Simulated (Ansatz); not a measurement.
Two members of one family (InN nanocrystals, H-capped), computed with Ansatz in the gas phase; def2 core potentials for In, no spin–orbit coupling. The two geometries come from different levels. Binding counts from free atoms in the multiplicity of their measured ground term, without zero-point energy. Sets without diffuse functions give affinities that are too small. A dash marks a value that wasn't run or was left out as unsound. The structures are stationary points that may keep the symmetry of their start. Remarks come from the PBE and PBE0 runs and from stability tests at other levels; not every state was tested. A HOMO above zero means that the electron is unbound at that level and held by the basis, or that self-interaction error raises the level; the energy of removing that electron tells which. HOMO above LUMO (over both spins in singlets and doublets, within one spin in higher multiplets; at PBE or PBE0), or a gap under 0.15 eV within one spin, warns that the state may not be the lowest or that an electron is smeared out.

First: In4N4H16, cut from zinc blende, disc (singlet, charge 0, r2SCAN-D4/def2-SVP geometry).

Cartesian coordinates in Å:
```
N 0.416 0.872 1.926
N -0.949 -1.938 -0.106
N 1.943 -0.287 -0.905
N -1.406 1.347 -0.916
In 2.465 0.628 1.066
In 1.039 -2.327 -1.050
In -1.046 2.324 1.061
In -2.468 -0.612 -1.071
H 0.579 1.208 2.881
H -0.024 -0.041 2.073
H -1.400 -2.859 -0.075
H -0.841 -1.702 0.885
H 2.843 -0.377 -1.389
H 1.432 0.379 -1.492
H -0.548 1.339 -1.476
H -2.006 2.007 -1.424
H 3.226 -0.648 1.948
H 2.995 2.239 0.739
H 1.941 -3.283 0.069
H 0.679 -2.591 -2.720
H -2.525 2.116 1.928
H -0.116 3.747 0.752
H -3.789 -0.480 0.035
H -2.440 -1.062 -2.739
```

```json
{"level": "PBE-D4/def2-SVP", "HOMO (eV)": "-6.38", "LUMO (eV)": "-1.46", "gap (eV)": "4.92", "vertical EA (eV)": "–", "binding per atom (eV)": "2.81"}
{"level": "PBE-D4/def2-TZVP", "HOMO (eV)": "-6.45", "LUMO (eV)": "-1.70", "gap (eV)": "4.75", "vertical EA (eV)": "0.31", "binding per atom (eV)": "2.81"}
{"level": "r2SCAN-D4/def2-TZVP", "HOMO (eV)": "-6.74", "LUMO (eV)": "-1.27", "gap (eV)": "5.47", "vertical EA (eV)": "–", "binding per atom (eV)": "2.79"}
{"level": "PBE0-D4/def2-SVP", "HOMO (eV)": "-7.56", "LUMO (eV)": "-0.73", "gap (eV)": "6.83", "vertical EA (eV)": "–", "binding per atom (eV)": "2.77"}
{"level": "PBE0-D4/def2-TZVP", "HOMO (eV)": "-7.61", "LUMO (eV)": "-1.00", "gap (eV)": "6.61", "vertical EA (eV)": "0.05", "binding per atom (eV)": "2.77"}
```

Remarks: HOMO above zero (-1 doublet).

Second: In6N6H18, cut from wurtzite (singlet, charge 0, PBE-D4/def2-SVP geometry).

```
atom   x (Å)   y (Å)   z (Å)
  N1  -0.499   0.125   2.574
 In2  -0.794   1.952   1.321
 In3   2.609   0.716   0.938
  N4   0.978   2.015   0.137
  N5  -2.333   1.197  -0.114
 In6   0.567   1.913  -2.055
 In7   0.116  -1.830   1.680
  N8   1.775  -1.297   0.452
  N9  -1.535  -2.119   0.200
In10  -1.975  -0.607  -1.386
In11   1.456  -1.782  -1.704
 N12  -0.055  -0.226  -2.231
 H13   0.301   0.374   3.182
 H14  -1.294  -0.006   3.218
 H15  -1.441   3.251   2.281
 H16   2.435   0.843   2.701
 H17   4.073   0.983   0.033
 H18   1.359   2.970   0.258
 H19  -3.256   1.140   0.343
 H20  -2.421   1.965  -0.802
 H21  -0.948   2.821  -2.253
 H22   2.039   2.175  -2.946
 H23   0.083  -3.087   2.882
 H24   2.540  -1.938   0.725
 H25  -2.403  -2.406   0.678
 H26  -1.237  -2.953  -0.336
 H27  -3.419  -1.036  -2.255
 H28   2.926  -1.505  -2.595
 H29   0.525  -3.295  -1.674
 H30  -0.173  -0.351  -3.253
```

Task: What does the change do? Estimate second minus first.

Result: 
| level | Δ HOMO (eV) | Δ LUMO (eV) | Δ gap (eV) | Δ vertical EA (eV) | Δ binding per atom (eV) |
| --- | --- | --- | --- | --- | --- |
| PBE-D4/def2-SVP | 0.53 | -0.16 | -0.70 | – | 0.10 |
| PBE-D4/def2-TZVP | 0.51 | -0.19 | -0.70 | 0.02 | 0.10 |
| r2SCAN-D4/def2-TZVP | 0.55 | -0.34 | -0.89 | – | 0.09 |
| PBE0-D4/def2-SVP | 0.56 | -0.02 | -0.58 | – | 0.09 |
| PBE0-D4/def2-TZVP | 0.53 | -0.07 | -0.60 | 0.02 | 0.09 |

Remarks: HOMO above zero (-1 doublet), gap within one spin near zero at PBE or PBE0 (-1 doublet).
